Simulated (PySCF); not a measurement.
cyclohexanone (C6H10O), singlet, geometry from GFN2-xTB; B3LYP/STO-3G run with PySCF.

Input for PySCF:
```python
from pyscf import gto, scf, dft

mol = gto.M(
    atom='''
O     2.25319886    0.38747361   -0.15059007
C     1.11141593    0.21481818    0.19248471
C     0.10583456    1.33600325    0.31546258
C    -1.14762441    1.02516163   -0.50667753
C    -1.74025140   -0.31820921   -0.09700492
C    -0.71145930   -1.42655699   -0.28893100
C     0.54707611   -1.14425040    0.53574342
H    -0.16716421    1.43383899    1.36918106
H     0.56339300    2.27052471   -0.01264100
H    -1.88087258    1.82167185   -0.36534325
H    -0.88337911    0.99815491   -1.56614608
H    -2.62673309   -0.52931101   -0.69820774
H    -2.04747157   -0.27979996    0.95085283
H    -1.13173332   -2.38929918    0.00864923
H    -0.44034152   -1.49219443   -1.34496861
H     1.30660714   -1.90714075    0.35839349
H     0.29215540   -1.14803285    1.59848700
''',
    basis='sto-3g',
    verbose=4,
)

mf = dft.RKS(mol)
mf.xc = 'b3lyp'
mf.grids.atom_grid = (99, 590)
mf.grids.prune = None
mf.kernel()
```

It wrote (shortened):

```
PySCF version 2.14.0

[INPUT] verbose = 4
[INPUT] num. atoms = 17
[INPUT] num. electrons = 54
[INPUT] charge = 0
[INPUT] spin (= nelec alpha-beta = 2S) = 0
[INPUT] symmetry False subgroup None
[INPUT] Mole.unit = angstrom
[INPUT] Symbol           X                Y                Z      unit          X                Y                Z       unit  Magmom
[...]
nuclear repulsion = 311.797997833886
number of shells = 31
number of NR pGTOs = 135
number of NR cGTOs = 45
basis = sto-3g
ecp = {}

******** <class 'pyscf.dft.rks.RKS'> ********
method = RKS
initial guess = minao
damping factor = 0
level_shift factor = 0
DIIS = <class 'pyscf.scf.diis.CDIIS'>
diis_start_cycle = 1
diis_space = 8
diis_damp = 0
SCF conv_tol = 1e-09
SCF conv_tol_grad = None
SCF max_cycles = 50
direct_scf = True
direct_scf_tol = 1e-13
XC library pyscf.dft.libxc version 7.1.2
    S. Lehtola, C. Steigemann, M. J. T. Oliveira, and M. A. L. Marques,  SoftwareX 7, 1–5 (2018)
XC functionals = b3lyp
    P. J. Stephens, F. J. Devlin, C. F. Chabalowski, and M. J. Frisch,  J. Phys. Chem. 98, 11623 (1994)
radial grids:
    Treutler-Ahlrichs [JCP 102, 346 (1995); DOI:10.1063/1.469408] (M4) radial grids

becke partition: Becke, JCP 88, 2547 (1988); DOI:10.1063/1.454033
pruning grids: None
grids dens level: 3
symmetrized grids: False
atomic radii adjust function: <function treutler_atomic_radii_adjust>
User specified grid scheme (99, 590)
small_rho_cutoff = 0
Set gradient conv threshold to 3.16228e-05
Initial guess from minao.
tot grids = 992976
init E= -306.937288533534
[...]
cycle= 1 E= -305.872813275144  delta_E= 1.06  |g|= 0.647  |ddm|= 5.19
[...]
cycle= 2 E= -305.429305660334  delta_E= 0.444  |g|= 1.48  |ddm|= 2.37
[...]
cycle= 3 E= -306.015841138365  delta_E= -0.587  |g|= 0.105  |ddm|= 1.58
[...]
cycle= 4 E= -306.018611286538  delta_E= -0.00277  |g|= 0.0442  |ddm|= 0.142
[...]
cycle= 5 E= -306.019150357962  delta_E= -0.000539  |g|= 0.00614  |ddm|= 0.0497
[...]
cycle= 6 E= -306.019159449127  delta_E= -9.09e-06  |g|= 0.00151  |ddm|= 0.00543
[...]
cycle= 7 E= -306.019160148866  delta_E= -7e-07  |g|= 0.000151  |ddm|= 0.00205
[...]
cycle= 8 E= -306.019160156068  delta_E= -7.2e-09  |g|= 2.74e-05  |ddm|= 0.000233
[...]
cycle= 9 E= -306.01916015629  delta_E= -2.22e-10  |g|= 3.48e-06  |ddm|= 3.28e-05
[...]
Extra cycle  E= -306.019160156282  delta_E= 7.84e-12  |g|= 6.35e-06  |ddm|= 1.08e-05
converged SCF energy = -306.019160156282
```
